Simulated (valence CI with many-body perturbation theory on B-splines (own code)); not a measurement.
**E1 line list for Tb50+**

Calculated by valence CI with perturbative core correlation (CI+MBPT): five valence electrons over a frozen Dirac-Fock core [Ne], a basis of 11 s, 11 p, 10 d, 8 f, 5 g, 2 h functions for each j, with the one-electron correlation potential Σ1 (screened to all orders), the two-electron term Σ2, the three-electron term Σ3, Breit, model QED; selected single and double excitations, second order for the rest, scaled by the run's own slope (own B-spline code, finite nucleus).

The last digits are not significant, and no measured levels were compared; by estimate large intervals hold to a few tenths of a per cent, small ones and those within an open d or f shell to about a per cent. Among the levels kept, up to 3200 cm⁻¹ of a level comes from second order outside the variational space, and about a tenth of that is noise between levels of different J, which matters for small intervals.

Lines 151 to 200 of 565 in falling wavelength, among levels below 897.37 eV, chosen from the strongest by gf and those to the six lowest levels. Wavelengths and rates use the calculated energies. Electric multipoles are in the length gauge with retardation, E1 and E2 with the static RPA response of the core. Weak lines are less certain than strong ones. Lines between different terms over intervals too small for the method are left out, as are lines whose strength nearly cancels. The highest levels of a list are the least certain.

Levels are named by their leading jj configuration (3d3/2^4 stands for four electrons in 3d with j = 3/2), which in mixed levels can hold well under half, so a name can repeat and another be missing. Letters in brackets count levels of one name in rising energy.

| λ vac (nm) | Upper | Lower | A (s⁻¹) | S (a.u.) |
| --- | --- | --- | --- | --- |
| 4.902 | (3s^2 3p1/2 3d3/2 3d5/2) J=9/2 | (3s^2 3p1/2 3p3/2 3d3/2) J=7/2 | 1.41e+11 | 8.19e-02 |
| 4.898 | (3s 3p1/2 3p3/2^2 3d5/2) J=3/2 [d] | (3s 3p1/2 3p3/2^3) J=3/2 [b] | 9.94e+10 | 2.31e-02 |
| 4.896 | (3s^2 3p3/2 3d3/2 3d5/2) J=3/2 [b] | (3s^2 3p3/2^2 3d3/2) J=3/2 [b] | 1.62e+11 | 3.74e-02 |
| 4.893 | (3s 3p1/2 3p3/2^2 3d5/2) J=5/2 [c] | (3s 3p1/2 3p3/2^3) J=5/2 | 3.95e+10 | 1.37e-02 |
| 4.890 | (3s 3p1/2 3p3/2^2 3d5/2) J=3/2 [a] | (3s 3p1/2 3p3/2^3) J=3/2 [a] | 7.25e+10 | 1.67e-02 |
| 4.890 | (3s 3p1/2 3p3/2^2 3d5/2) J=1/2 [c] | (3s 3p1/2 3p3/2^3) J=1/2 | 1.06e+11 | 1.23e-02 |
| 4.884 | (3s^2 3p1/2 3d3/2 3d5/2) J=7/2 [b] | (3s^2 3p1/2 3p3/2 3d3/2) J=5/2 [b] | 1.44e+11 | 6.65e-02 |
| 4.880 | (3s 3p1/2^2 3d5/2^2) J=1/2 | (3s 3p1/2^2 3p3/2 3d5/2) J=3/2 [b] | 1.51e+11 | 1.73e-02 |
| 4.876 | (3s^2 3p1/2 3d3/2 3d5/2) J=5/2 [a] | (3s^2 3p1/2 3p3/2 3d3/2) J=5/2 [a] | 6.46e+10 | 2.22e-02 |
| 4.867 | (3s 3p1/2^2 3d5/2^2) J=5/2 | (3s 3p1/2^2 3p3/2 3d5/2) J=3/2 [a] | 2.77e+10 | 9.45e-03 |
| 4.860 | (3s^2 3p1/2 3d5/2^2) J=1/2 | (3s^2 3p1/2 3p3/2 3d5/2) J=3/2 [b] | 1.52e+11 | 1.72e-02 |
| 4.857 | (3s 3p1/2^2 3d5/2^2) J=5/2 | (3s 3p1/2^2 3p3/2 3d5/2) J=7/2 [a] | 3.55e+10 | 1.20e-02 |
| 4.848 | (3s^2 3p1/2 3p3/2 3d5/2) J=1/2 | (3s^2 3p1/2 3p3/2^2) J=1/2 | 2.20e+11 | 2.47e-02 |
| 4.848 | (3s 3p1/2^2 3p3/2 3d5/2) J=7/2 [a] | (3s 3p1/2^2 3p3/2^2) J=5/2 | 1.53e+11 | 6.90e-02 |
| 4.845 | (3s 3p1/2^2 3d3/2 3d5/2) J=5/2 [a] | (3s 3p1/2^2 3p3/2 3d3/2) J=3/2 [a] | 1.04e+11 | 3.50e-02 |
| 4.843 | (3s^2 3p3/2 3d5/2^2) J=7/2 | (3s^2 3p3/2^2 3d5/2) J=9/2 | 5.34e+10 | 2.40e-02 |
| 4.843 | (3s 3p1/2^2 3p3/2 3d5/2) J=5/2 [b] | (3s 3p1/2^2 3p3/2^2) J=3/2 | 2.46e+11 | 8.28e-02 |
| 4.836 | (3s^2 3p1/2 3d5/2^2) J=9/2 | (3s^2 3p1/2 3p3/2 3d5/2) J=9/2 | 5.09e+10 | 2.84e-02 |
| 4.823 | (3s 3p1/2^2 3p3/2 3d5/2) J=3/2 [b] | (3s 3p1/2^2 3p3/2^2) J=1/2 | 1.09e+11 | 2.42e-02 |
| 4.820 | (3s^2 3p1/2 3d3/2 3d5/2) J=3/2 [a] | (3s^2 3p1/2 3p3/2 3d3/2) J=1/2 [a] | 5.20e+10 | 1.15e-02 |
| 4.817 | (3s^2 3p1/2 3d3/2 3d5/2) J=3/2 [a] | (3s^2 3p1/2 3p3/2 3d3/2) J=3/2 [a] | 9.36e+10 | 2.07e-02 |
| 4.815 | (3s 3p1/2 3p3/2^2 3d5/2) J=5/2 [b] | (3s 3p1/2 3p3/2^3) J=3/2 [a] | 6.37e+10 | 2.11e-02 |
| 4.808 | (3s^2 3p1/2 3d3/2 3d5/2) J=1/2 | (3s^2 3p1/2 3p3/2 3d3/2) J=1/2 [a] | 1.31e+11 | 1.44e-02 |
| 4.806 | (3s^2 3p3/2 3d5/2^2) J=7/2 | (3s^2 3p3/2^2 3d5/2) J=7/2 | 4.80e+10 | 2.11e-02 |
| 4.799 | (3s^2 3p1/2 3p3/2 3d5/2) J=7/2 [b] | (3s^2 3p1/2 3p3/2^2) J=5/2 | 2.66e+11 | 1.16e-01 |
| 4.789 | (3s^2 3p1/2 3p3/2 3d5/2) J=5/2 [b] | (3s^2 3p1/2 3p3/2^2) J=5/2 | 6.07e+10 | 1.98e-02 |
| 4.781 | (3s 3p1/2^2 3d3/2 3d5/2) J=3/2 [a] | (3s 3p1/2^2 3p3/2 3d3/2) J=1/2 [a] | 9.93e+10 | 2.14e-02 |
| 4.776 | (3s 3p1/2 3p3/2^2 3d5/2) J=5/2 [d] | (3s 3p1/2 3p3/2^3) J=5/2 | 8.44e+10 | 2.72e-02 |
| 4.768 | (3s 3p1/2 3p3/2^2 3d5/2) J=7/2 [d] | (3s 3p1/2 3p3/2^3) J=5/2 | 2.65e+10 | 1.13e-02 |
| 4.767 | (3s^2 3p3/2 3d3/2 3d5/2) J=1/2 [b] | (3s^2 3p3/2^2 3d3/2) J=3/2 [b] | 2.28e+11 | 2.43e-02 |
| 4.766 | (3s^2 3p3/2 3d3/2^2) J=3/2 [a] | (3s 3p1/2 3p3/2^3) J=3/2 [b] | 7.73e+10 | 1.65e-02 |
| 4.762 | (3s 3p1/2 3p3/2^2 3d3/2) J=5/2 [a] | (3s^2 3p1/2 3p3/2 3d5/2) J=5/2 [a] | 2.22e+10 | 7.10e-03 |
| 4.761 | (3s 3p1/2^2 3d5/2^2) J=1/2 | (3s 3p1/2^2 3p3/2 3d5/2) J=1/2 | 7.31e+10 | 7.79e-03 |
| 4.754 | (3s^2 3p3/2 3d5/2^2) J=9/2 | (3s^2 3p3/2^2 3d5/2) J=9/2 | 1.88e+11 | 9.97e-02 |
| 4.753 | (3s 3p1/2^2 3d3/2 3d5/2) J=3/2 [a] | (3s 3p1/2^2 3p3/2 3d3/2) J=3/2 [a] | 3.58e+10 | 7.58e-03 |
| 4.744 | (3s 3p1/2^2 3d3/2 3d5/2) J=9/2 | (3s 3p1/2^2 3p3/2 3d3/2) J=7/2 | 1.60e+11 | 8.43e-02 |
| 4.739 | (3s^2 3p3/2 3d3/2 3d5/2) J=7/2 [c] | (3s^2 3p3/2^2 3d3/2) J=7/2 | 2.75e+10 | 1.16e-02 |
| 4.730 | (3s^2 3p3/2 3d3/2 3d5/2) J=7/2 [c] | (3s^2 3p3/2^2 3d3/2) J=5/2 | 3.42e+11 | 1.43e-01 |
| 4.730 | (3s^2 3p3/2 3d3/2 3d5/2) J=5/2 [d] | (3s^2 3p3/2^2 3d3/2) J=3/2 [b] | 1.91e+11 | 5.98e-02 |
| 4.725 | (3s 3p1/2 3p3/2^2 3d5/2) J=5/2 [f] | (3s 3p1/2 3p3/2^3) J=3/2 [b] | 3.57e+11 | 1.11e-01 |
| 4.721 | (3s^2 3p1/2 3d5/2^2) J=3/2 | (3s^2 3p1/2 3p3/2 3d5/2) J=5/2 [a] | 4.50e+10 | 9.34e-03 |
| 4.718 | (3s^2 3p3/2 3d5/2^2) J=9/2 | (3s^2 3p3/2^2 3d5/2) J=7/2 | 1.90e+11 | 9.82e-02 |
| 4.711 | (3s 3p1/2^2 3d5/2^2) J=5/2 | (3s 3p1/2^2 3p3/2 3d5/2) J=5/2 [a] | 1.64e+11 | 5.09e-02 |
| 4.704 | (3s 3p1/2 3p3/2^2 3d5/2) J=7/2 [e] | (3s 3p1/2 3p3/2^3) J=5/2 | 2.68e+11 | 1.10e-01 |
| 4.693 | (3s^2 3p1/2 3d5/2^2) J=5/2 | (3s^2 3p1/2 3p3/2 3d5/2) J=5/2 [a] | 1.63e+11 | 4.97e-02 |
| 4.693 | (3s 3p1/2 3p3/2^2 3d3/2) J=9/2 | (3s^2 3p1/2 3p3/2 3d5/2) J=7/2 [b] | 2.18e+10 | 1.11e-02 |
| 4.692 | (3s^2 3p3/2 3d3/2 3d5/2) J=5/2 [c] | (3s^2 3p3/2^2 3d3/2) J=3/2 [a] | 1.37e+11 | 4.20e-02 |
| 4.685 | (3s 3p1/2 3p3/2^2 3d5/2) J=3/2 [e] | (3s 3p1/2 3p3/2^3) J=3/2 [b] | 1.52e+11 | 3.08e-02 |
| 4.685 | (3s 3p1/2^2 3d5/2^2) J=3/2 | (3s 3p1/2^2 3p3/2 3d5/2) J=3/2 [a] | 9.42e+10 | 1.91e-02 |
| 4.675 | (3s^2 3p3/2^2 3d5/2) J=3/2 | (3s^2 3p3/2^3) J=3/2 | 4.14e+11 | 8.34e-02 |
